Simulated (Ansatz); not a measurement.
BH$_{4}$InOZn, SMILES `[BH2][InH][O][ZnH]`, one more setting.

```yaml
crystal:
  periodic: [false, false, false]
  atoms:
    - {symbol: B, position_ang: [-0.734920, 2.259669, -0.227812]}
    - {symbol: In, position_ang: [0.635273, 0.486881, -0.210433]}
    - {symbol: O, position_ang: [-0.325457, -1.185656, 0.263557]}
    - {symbol: Zn, position_ang: [0.046674, -2.891778, 0.473286]}
    - {symbol: H, position_ang: [-1.323927, 2.583832, -1.216808]}
    - {symbol: H, position_ang: [-0.919608, 2.915236, 0.755140]}
    - {symbol: H, position_ang: [2.314114, 0.204463, -0.504796]}
    - {symbol: H, position_ang: [0.307852, -4.372657, 0.667866]}
basis:
  gaussian: {orbitals: def2-SVPD, nuclear_model: gaussian}
hamiltonian: {xc: {name: PBEsol}}
output: {forces: true}
```

```sh
$ ansatz run in.yaml --threads 2 --pin off --events-out ev --progress --plain --max-ram 32768MiB --backend cpu
```

Output, abridged:

```
Functional definition: PBEsol
1332 factors; their error is unknown
mean field evaluation 1: about -56291.6761 eV, gradient 9.2e1 eV
mean field evaluation 2: about -56128.7252 eV, gradient 2.1e2 eV
mean field evaluation 4: about -56306.0273 eV, gradient 1.8e1 eV
mean field evaluation 8: about -56306.7000 eV, gradient 1.2e0 eV
mean field evaluation 16: about -56306.6630 eV, gradient 3.2e-4 eV
mean field -56306.66298530 eV, -2069.2316986827 hartree, gradient 6.2e-5 eV, S^2 0.000000; 0 other end points of the search recorded, 0 dependent functions left out
reference -56306.66305097 eV, -2069.2317010962 hartree; 34, 34 occupied and 107, 107 virtual orbitals, 1332 factors
Total energy: -56306.66305097 eV, -2069.2317010962 hartree
Atom 0 at    -0.734920     2.259669    -0.227812 Å, force     0.303168    -0.459898     0.015258 eV/Å
Atom 1 at     0.635273     0.486881    -0.210433 Å, force     0.182552     0.565091    -0.132333 eV/Å
Atom 2 at    -0.325457    -1.185656     0.263557 Å, force    -0.372354    -0.460663     0.152705 eV/Å
Atom 3 at     0.046674    -2.891778     0.473286 Å, force     0.084449    -0.113416     0.001907 eV/Å
Atom 4 at    -1.323927     2.583832    -1.216808 Å, force    -0.228313     0.119336    -0.446431 eV/Å
Atom 5 at    -0.919608     2.915236     0.755140 Å, force    -0.047840     0.268444     0.438269 eV/Å
Atom 6 at     2.314114     0.204463    -0.504796 Å, force     0.111765    -0.025358    -0.018331 eV/Å
Atom 7 at     0.307852    -4.372657     0.667866 Å, force    -0.033428     0.106463    -0.011043 eV/Å
Dipole moment:     0.073816     0.213927    -0.050481 e Å
```

Hardware: 2 threads of an AMD EPYC 7R13 on a shared host. Wall time 2.5 s, peak host memory 0.44 GiB.
